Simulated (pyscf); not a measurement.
H₂B–NH–Si(SiH₃)(SiH₃)–SiH₃ (SMILES BN[Si]([SiH3])([SiH3])[SiH3]), singlet

Gas-phase minimum from PySCF at ωB97X-D3(BJ)/def2-SVP, one conformer. 

SMILES: BN[Si]([SiH3])([SiH3])[SiH3]
```xyz
18

B     -2.2036    -0.9214    -1.3440
N     -1.4552     0.2611    -1.4545
Si     0.0580     0.6399    -0.6011
Si     1.7712     1.0282    -2.1381
Si    -0.2121     2.5641     0.6922
Si     0.6657    -1.1294     0.7849
H     -1.8164    -1.7990    -0.6021
H     -3.2222    -1.0556    -1.9851
H     -1.8119     0.9734    -2.0874
H      1.3784     2.1129    -3.0886
H      2.0727    -0.2065    -2.9216
H      3.0027     1.4555    -1.4091
H     -0.6623     3.7039    -0.1637
H     -1.2259     2.3447     1.7661
H      1.0935     2.9262     1.3207
H     -0.3686    -1.3858     1.8275
H      0.9172    -2.3739     0.0034
H      1.9361    -0.7188     1.4579
```
Charge 0, spin multiplicity 1.

Bond lengths (Å): B1–N2 1.404, B1–H7 1.213, B1–H8 1.211, N2–Si3 1.778, N2–H9 1.017, Si3–Si4 2.334, Si3–Si5 2.334, Si3–Si6 2.328, Si4–H10 1.495, Si4–H11 1.493, Si4–H12 1.494, Si5–H13 1.495, Si5–H14 1.493, Si5–H15 1.494 (the first ones only). Angles (°): N2–B1–H7 119.2, N2–B1–H8 120.0, H7–B1–H8 120.8, B1–N2–Si3 126.5, B1–N2–H9 116.9, Si3–N2–H9 116.6, N2–Si3–Si4 110.1, N2–Si3–Si5 110.1, N2–Si3–Si6 110.2, Si4–Si3–Si5 108.2, Si4–Si3–Si6 109.1, Si5–Si3–Si6 109.1, Si3–Si4–H10 110.3, Si3–Si4–H11 110.9 (the first ones only).

Properties at ωB97X-D3(BJ)/def2-SVP:

| Quantity | Result |
|---|---|
| Harmonic wavenumbers, unscaled | 49, 81, 83, 94, 99, 109, 139, 140, 186, 299, 345, 363, 440, 444, 464, 536, 537, 556, 586, 590, 726, 809, 877, 877, 915, 944, 945, 950, 951, 955, 957, 963, 1019, 1175, 1266, 1421, 2233, 2235, 2238, 2242, 2246, 2248, 2250, 2256, 2263, 2563, 2652, 3616 cm⁻¹ |
| Zero-point energy | 72.8 kcal/mol |
| Rotational symmetry number | 1 |
| Entropy of this conformer at 298 K and 1 atm, rigid rotor and harmonic oscillator, modes under 100 cm⁻¹ raised to 100 | 459.9 J/(mol K) |
| Dipole moment | 1.12 D |

Single-point totals, which compare only within one level:

| level | total energy (hartree) |
|---|---|
| ωB97X-D3(BJ)/def2-TZVP | -1245.06991 |
| PBE/def2-TZVP | -1244.16140 |
| r²SCAN/def2-TZVP | -1244.73512 |
| B3LYP-D3(BJ)/def2-TZVP | -1245.03153 |
| PBE0-D3(BJ)/def2-TZVP | -1244.31690 |
| M06-2X/def2-TZVP | -1244.75894 |
| ωB97M-D3(BJ)/def2-TZVP | -1245.08400 |

The lowest mode is so soft that the shape along it may change with the basis. Soft torsions are taken as harmonic, which can shift the entropy by several J/(mol K).
